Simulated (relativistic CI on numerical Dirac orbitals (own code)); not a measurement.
**Calculated levels, Ni V**

Method of calculation: Dirac-Coulomb-Breit CI, KLI orbitals optimised for each configuration, model QED (radiative potential, 1s self-energy scaled to tabulated hydrogen-like ionisation energies), valence Slater integrals scaled by 0.85, P86 correlation energy added to each configuration (own radial code, finite nucleus).

Configuration list (outside the closed core [Ne]): 3s²3p⁶3d⁶, 3s²3p⁶3d⁵4s, 3s²3p⁶3d⁵4p, 3s²3p⁵3d⁷, 3s²3p⁶3d⁵4d, 3s²3p⁶3d⁵5s, 3s²3p⁶3d⁵5p, 3s²3p⁶3d⁵4f, 3s²3p⁶3d⁵5d, 3s²3p⁶3d⁴4s4p, 3s²3p⁶3d⁵5g, 3s3p⁶3d⁷, 3s²3p⁶3d⁴4s², 3s²3p⁶3d³4s²4p, 3s²3p⁶3d³4s²4d, 3s²3p⁶3d³4s²5s, 3s²3p⁶3d³4s²5p. Double excitations out of closed p, d and f shells are left out; levels of such configurations are missing from the list, as are those of other unlisted configurations, and high levels can miss mixing partners.

The lowest level is 3s²3p⁶3d⁶ ⁵D4, with 100 % of that term; Hund's rules for 3s²3p⁶3d⁶ give ⁵D with J = 4, in agreement.

```csv
No.,Configuration,Term,J,E (eV),%,Landé g,jj configuration (%)
1,3s²3p⁶3d⁶,⁵D,4,0.0000,100,1.500,3d3/2^3 3d5/2^3 (47)
2,3s²3p⁶3d⁶,⁵D,3,0.1073,100,1.500,3d3/2^3 3d5/2^3 (51)
3,3s²3p⁶3d⁶,⁵D,2,0.1798,100,1.500,3d3/2^2 3d5/2^4 (64)
4,3s²3p⁶3d⁶,⁵D,1,0.2260,99,1.500,3d3/2^3 3d5/2^3 (43)
5,3s²3p⁶3d⁶,⁵D,0,0.2484,99,,3d3/2^2 3d5/2^4 (70)
6,3s²3p⁶3d⁶,³H,6,3.1036,99,1.166,3d3/2^3 3d5/2^3 (67)
7,3s²3p⁶3d⁶,³H,5,3.1622,97,1.037,3d3/2^3 3d5/2^3 (52)
8,3s²3p⁶3d⁶,³P,2,3.1926,99,1.499,3d5/2^2 (35)
9,3s²3p⁶3d⁶,³H,4,3.2019,95,0.815,3d3/2^3 3d5/2^3 (33)
10,3s²3p⁶3d⁶,³F,4,3.4681,91,1.226,3d3/2^2 3d5/2^4 (51)
11,3s²3p⁶3d⁶,³P,1,3.4980,99,1.498,3d3/2 3d5/2^5 (53)
12,3s²3p⁶3d⁶,³F,3,3.5271,95,1.068,3d3/2^3 3d5/2^3 (57)
13,3s²3p⁶3d⁶,³F,2,3.5678,99,0.667,3d3/2^2 3d5/2^4 (46)
14,3s²3p⁶3d⁶,³P,0,3.6123,98,,3d5/2^6 (53)
15,3s²3p⁶3d⁶,³G,5,3.9069,97,1.196,3d3/2^2 3d5/2^4 (52)
16,3s²3p⁶3d⁶,³G,4,4.0081,93,1.057,3d3/2^2 3d5/2^4 (38)
17,3s²3p⁶3d⁶,³G,3,4.0515,95,0.765,3d3/2^2 3d5/2^4 (60)
18,3s²3p⁶3d⁶,¹I,6,4.7247,99,1.000,3d3/2^2 3d5/2^4 (67)
19,3s²3p⁶3d⁶,³D,2,5.0054,97,1.164,3d3/2^2 3d5/2^4 (43)
20,3s²3p⁶3d⁶,¹G,4,5.0094,98,1.001,3d3/2^2 3d5/2^4 (44)
21,3s²3p⁶3d⁶,³D,1,5.0141,99,0.502,3d3/2^2 3d5/2^4 (53)
22,3s²3p⁶3d⁶,³D,3,5.0396,99,1.332,3d3/2^3 3d5/2^3 (54)
23,3s²3p⁶3d⁶,¹S,0,5.8238,98,,3d3/2^2 3d5/2^4 (30)
24,3s²3p⁶3d⁶,¹D,2,5.8430,97,1.003,3d3/2 3d5/2^5 (31)
25,3s²3p⁶3d⁶,¹F,3,6.9191,98,1.001,3d3/2^3 3d5/2^3 (65)
26,3s²3p⁶3d⁶,³P,0,8.1215,99,,3d5/2^2 (53)
27,3s²3p⁶3d⁶,³P,1,8.2180,100,1.500,3d3/2^3 3d5/2^3 (81)
28,3s²3p⁶3d⁶,³F,2,8.3109,100,0.666,3d3/2^2 3d5/2^4 (63)
29,3s²3p⁶3d⁶,³F,4,8.3178,99,1.248,3d3/2^2 3d5/2^4 (65)
30,3s²3p⁶3d⁶,³F,3,8.3351,98,1.082,3d3/2^3 3d5/2^3 (54)
31,3s²3p⁶3d⁶,³P,2,8.4101,99,1.499,3d3/2^2 3d5/2^4 (56)
32,3s²3p⁶3d⁶,¹G,4,9.3472,99,1.001,3d3/2^2 3d5/2^4 (45)
33,3s²3p⁶3d⁶,¹D,2,12.6451,100,0.999,3d3/2^2 3d5/2^4 (66)
34,3s²3p⁶3d⁶,¹S,0,16.4347,100,,3d3/2^2 3d5/2^4 (72)
35,3d⁵(6S)4s,⁷S,3,20.8896,100,2.001,3d3/2^2 3d5/2^3 4s (43)
36,3d⁵(6S)4s,⁵S,2,22.5585,100,2.000,3d3/2^2 3d5/2^3 4s (43)
37,3d⁵(4G)4s,⁵G,6,25.9629,100,1.333,3d3/2^2 3d5/2^3 4s (51)
38,3d⁵(4G)4s,⁵G,5,25.9734,100,1.267,3d3/2^2 3d5/2^3 4s (64)
39,3d⁵(4G)4s,⁵G,2,25.9766,99,0.333,3d3/2^2 3d5/2^3 4s (40)
40,3d⁵(4G)4s,⁵G,4,25.9776,100,1.150,3d3/2^2 3d5/2^3 4s (52)
41,3d⁵(4G)4s,⁵G,3,25.9780,100,0.917,3d3/2^2 3d5/2^3 4s (42)
42,3d⁵(4P)4s,⁵P,3,26.6867,88,1.647,3d5/2 4s (32)
43,3d⁵(4P)4s,⁵P,2,26.7062,90,1.799,3d3/2^2 3d5/2^3 4s (44)
44,3d⁵(4P)4s,⁵P,1,26.7334,95,2.452,3d3/2^2 3d5/2^3 4s (52)
45,3d⁵(4G)4s,³G,5,27.0780,100,1.199,3d3/2^2 3d5/2^3 4s (54)
```

Energies count from the lowest computed level. Percentages are summed over parent terms; the parents shown are those of the largest component, closed shells are left out there. Filled j subshells are mostly left out of the jj labels.

The mean weight of the leading LS term, summed over parents, in these 45 levels is 98 %, and that of the leading jj configuration (from the same eigenvectors) 52 %, so LS coupling describes them better.

At this charge configurations can still be misplaced by up to about 7 % of their energy. 67 of the 69 excited levels that our extract of the measured tables holds in this range could be paired (the sources list more); they are missed by 1773 cm⁻¹ on average and 4215 at most, and levels without a partner can miss by more.

Landé's interval rule says that E(J) − E(J−1) = AJ with one A. For the ground term the intervals give A = -181.4, -186.2, -195.0, -216.3 cm⁻¹ for J = 1, 2, 3, 4; the multiplet is inverted.
